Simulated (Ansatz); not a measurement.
A structure drawn as `F[Si](F)(S)S`, with this starting geometry:

Cartesian coordinates in Å:
```
F -1.222 -1.056 -1.637
Si -0.230 -0.232 -0.592
F 1.048 0.388 -1.380
S -1.286 1.301 0.369
S 0.491 -1.575 0.911
H -0.184 1.929 0.913
H 1.383 -0.756 1.415
```

Charge 0, multiplicity 1.

Task: Does it keep its bonds when Ansatz relaxes it at PBE-D4/def2-SVP and then PBE0-D4/def2-TZVP?

Result: Yes, every drawn bond is still there and no new one forms.

Task: Give the relaxed structure. (Estimate.)

Result: Ansatz gave: 
Z-matrix (Å, degrees):
```
Si
F 1 1.585
S 1 2.104 2 108.2
F 1 1.582 2 105.5 3 121.3
S 1 2.101 2 113.5 3 -123.8
H 3 1.346 1 93.2 2 33.6
H 5 1.345 1 92.6 2 67.6
```
All modes are real.

Atoms count as bonded under 1.1 times the sum of their covalent radii (H–H under 0.85 Å, pairs among N, O and F under 1.55 Å), and a drawn bond as lost past 1.3 times.
